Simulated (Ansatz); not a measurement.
Reactions of F2H2OSn, SMILES `[OH][SnH]([F])[F]`.

Computed with Ansatz on PBE0-D4/def2-TZVP structures; ΔE is electronic, products minus reactants. CCSD(T)/CBS adds triple-zeta CCSD(T) − MP2 to the extrapolated MP2 energy (def2 sets, frozen cores). This one scheme is used for every species. DFT in def2-TZVPP. B3LYP here is the variant with VWN-RPA as its local correlation; programs differ in this. def2 core potentials past Kr. For Sn outer-core shells are correlated without core-valence functions, which leaves a few kJ/mol of doubt a bond. Each species was taken in one conformer, which may not be the lowest.

| reaction | CCSD/CBS(def2) (kJ/mol) | B3LYP-D4 (kJ/mol) | ωB97X-V (kJ/mol) | CCSD(T)/CBS(def2) (kJ/mol) |
| --- | --- | --- | --- | --- |
| `[OH][SnH]([F])[F]` + `C=C=CCCl` → `[OH][SnH]([F])[CH2]Cl` + `C=C=CF` | 151 | 144 | 146 | 150 |
| `[OH][SnH]([F])[F]` + `C#N` → `N#[C][SnH]([F])[F]` + H₂O | 22 | 26 | 25 | 21 |
| `[OH][SnH]([F])[F]` + `[SiH3][O][Al]([Cl])[Cl]` → `[F][SnH]([F])[O][SiH3]` + `[OH][Al]([Cl])[Cl]` | 8 | 11 | 9 | 7 |
| `[OH][SnH]([F])[F]` + `O=C=[N][SnH2][Cl]` → `O=C=[N][SnH]([F])[F]` + `[OH][SnH2][Cl]` | 9 | 9 | 9 | 9 |

Largest T1 diagnostic: 0.016, for `O=C=[N][SnH]([F])[F]`.
